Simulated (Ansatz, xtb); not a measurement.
**C3H8O2S2: which of two isomers lies lower**

Structure X is `CCS(=O)(=O)SC`, a singlet and structure Y is `CSCS(C)(=O)=O`, a singlet. Both are isolated molecules in the gas phase, relaxed with PBE0-D3(BJ)/def2-SVP, each in the lowest conformer that the search found.

X (Å):

```yaml
atoms:
  - { symbol: C, position_ang: [-0.6363, -0.3599, 1.1121] }
  - { symbol: C, position_ang: [-0.8378, 0.5056, -0.1160] }
  - { symbol: C, position_ang: [-0.4681, -0.1257, -4.4514] }
  - { symbol: O, position_ang: [0.9219, -0.8131, -1.6061] }
  - { symbol: O, position_ang: [-1.4945, -1.5147, -1.7110] }
  - { symbol: S, position_ang: [-0.4941, -0.4586, -1.5883] }
  - { symbol: S, position_ang: [-0.8537, 1.0043, -3.0908] }
  - { symbol: H, position_ang: [0.3990, -0.7251, 1.1632] }
  - { symbol: H, position_ang: [-1.3126, -1.2259, 1.0910] }
  - { symbol: H, position_ang: [-0.8461, 0.2263, 2.0180] }
  - { symbol: H, position_ang: [-0.1488, 1.3622, -0.1558] }
  - { symbol: H, position_ang: [-1.8739, 0.8579, -0.2284] }
  - { symbol: H, position_ang: [0.5700, -0.4751, -4.3681] }
  - { symbol: H, position_ang: [-0.5927, 0.4518, -5.3772] }
  - { symbol: H, position_ang: [-1.1654, -0.9745, -4.4457] }
```

Y (Å):

```yaml
atoms:
  - { symbol: C, position_ang: [2.0484, -2.1748, 0.0848] }
  - { symbol: C, position_ang: [2.1233, 0.2669, -1.2362] }
  - { symbol: C, position_ang: [0.1422, -0.0385, -3.2458] }
  - { symbol: O, position_ang: [0.1327, 1.9644, -1.5233] }
  - { symbol: O, position_ang: [-0.4003, -0.3737, -0.6983] }
  - { symbol: S, position_ang: [2.7154, -1.4151, -1.4142] }
  - { symbol: S, position_ang: [0.3612, 0.5228, -1.5688] }
  - { symbol: H, position_ang: [0.9600, -2.0414, 0.1281] }
  - { symbol: H, position_ang: [2.5255, -1.7518, 0.9810] }
  - { symbol: H, position_ang: [2.2949, -3.2433, 0.0187] }
  - { symbol: H, position_ang: [2.6752, 0.9153, -1.9323] }
  - { symbol: H, position_ang: [2.2511, 0.6626, -0.2151] }
  - { symbol: H, position_ang: [-0.9379, 0.0392, -3.4279] }
  - { symbol: H, position_ang: [0.6963, 0.6215, -3.9248] }
  - { symbol: H, position_ang: [0.4791, -1.0801, -3.3182] }
```

Quicker runs give these differences E(Y) − E(X): GFN2-xTB +18.73 kcal/mol; HF/STO-3G +6.61 kcal/mol (at GFN2-xTB geometries); r2SCAN-D4/def2-SVP +4.24 kcal/mol (at GFN2-xTB geometries).

Q: Estimate E(Y) − E(X) at the level CCSD(T)/def2-SVP + ΔMP2/def2-TZVPP.

A: Calculated at CCSD(T)/def2-SVP + ΔMP2/def2-TZVPP: E(Y) − E(X) = +1.42 kcal/mol, so structure X lies lower.

Level by level:

| level | geometry | E(Y) − E(X) (kcal/mol) | departure from the last row (kcal/mol) | job, with rough time for the two |
| --- | --- | --- | --- | --- |
| GFN2-xTB | GFN2-xTB | +18.73 | +17.31 | optimisation, 0.24 s |
| HF/STO-3G | GFN2-xTB | +6.61 | +5.19 | single point, 0.44 s |
| r2SCAN-D4/def2-SVP | GFN2-xTB | +4.24 | +2.82 | single point, 4.5 s |
| PBE0-D3(BJ)/def2-SVP | PBE0-D3(BJ)/def2-SVP | +2.07 | +0.66 | optimisation, 41 s |
| HF/def2-SVP | PBE0-D3(BJ)/def2-SVP | −0.63 | −2.05 | part of the CCSD(T) run |
| MP2/def2-SVP | PBE0-D3(BJ)/def2-SVP | +2.39 | +0.97 | part of the CCSD(T) run |
| CCSD(T)/def2-SVP | PBE0-D3(BJ)/def2-SVP | +2.52 | +1.10 | single point |
| CCSD(T)/def2-SVP + ΔMP2/def2-TZVPP | PBE0-D3(BJ)/def2-SVP | +1.42 |  | single point, 92 s |

As drawn, Y has 2 C–S in place of 1 C–C, 1 S–S.

HF/def2-SVP puts the two in the other order. The largest departure from CCSD(T)/def2-SVP + ΔMP2/def2-TZVPP is that of GFN2-xTB, 17.31 kcal/mol. The last row adds to CCSD(T) the change of the MP2 difference between the two basis sets, here −1.10 kcal/mol.

With thermal terms from frequencies at re-optimised GFN2-xTB minima (ideal gas, soft modes damped towards free rotors, one conformer each, 298.15 K, 1 atm): the zero-point term adds −0.94 kcal/mol; ΔH is +0.27 and ΔG +1.03 kcal/mol.

The correlated steps freeze 15 core orbitals. Run with Ansatz 0.2.0, xtb 6.7.1; the last row on 4 threads of Arm Neoverse V1 on a shared host.
